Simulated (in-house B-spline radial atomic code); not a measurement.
## Ionising Ar²⁺ with different functionals

Computed with an all-electron radial atomic-structure program (B-spline basis): four-component Dirac-Coulomb Hamiltonian, Fermi nucleus of rms radius 3.4274 fm, spin-restricted, spherical fractional occupations for the functionals. The ionisation energy is the difference of two self-consistent energies, [Ne] 3s2 3p4 → [Ne] 3s2 3p3, without Breit or QED terms; ε is the level of the shell that loses the electron (mean over j). The electron is taken from both j subshells in proportion to 2j + 1, so the result is a j average, not the step between ground levels.

Hybrids are left out here: with spherical fractional occupations of an open shell their exact exchange keeps a self-interaction that integer-occupation calculations don't have.

```json
{"method": "LDA VWN5", "rung": "LDA", "ΔSCF (eV)": "42.66", "-ε(3p) (eV)": "35.50"}
{"method": "relativistic LDA", "rung": "LDA", "ΔSCF (eV)": "42.66", "-ε(3p) (eV)": "35.49"}
{"method": "LDA PW92", "rung": "LDA", "ΔSCF (eV)": "42.66", "-ε(3p) (eV)": "35.49"}
{"method": "LDA exchange-only", "rung": "LDA", "ΔSCF (eV)": "41.10", "-ε(3p) (eV)": "33.97"}
{"method": "PBE", "rung": "GGA", "ΔSCF (eV)": "42.58", "-ε(3p) (eV)": "35.42"}
{"method": "PBEsol", "rung": "GGA", "ΔSCF (eV)": "42.52", "-ε(3p) (eV)": "35.36"}
{"method": "BLYP", "rung": "GGA", "ΔSCF (eV)": "42.44", "-ε(3p) (eV)": "35.27"}
{"method": "RPBE", "rung": "GGA", "ΔSCF (eV)": "42.57", "-ε(3p) (eV)": "35.41"}
{"method": "PW91", "rung": "GGA", "ΔSCF (eV)": "42.66", "-ε(3p) (eV)": "35.49"}
{"method": "BP86", "rung": "GGA", "ΔSCF (eV)": "42.67", "-ε(3p) (eV)": "35.50"}
{"method": "AM05", "rung": "GGA", "ΔSCF (eV)": "42.51", "-ε(3p) (eV)": "35.34"}
{"method": "OLYP", "rung": "GGA", "ΔSCF (eV)": "42.65", "-ε(3p) (eV)": "35.47"}
```

(1) How do they compare with the NIST value?

Results:

(1) NIST lists 40.73 eV ± 0.012 (semi-empirical, ground level to ground level). Errors run from +0.37 to +1.93 eV. The correlated functionals all miss on the same side by more than they spread, so the cause is common to them (Breit-QED terms, spin polarisation, the choice among j levels, multiplet and fine-structure energies, or a listed next ion that isn't the cheapest removal here) and closeness doesn't rank the functionals.
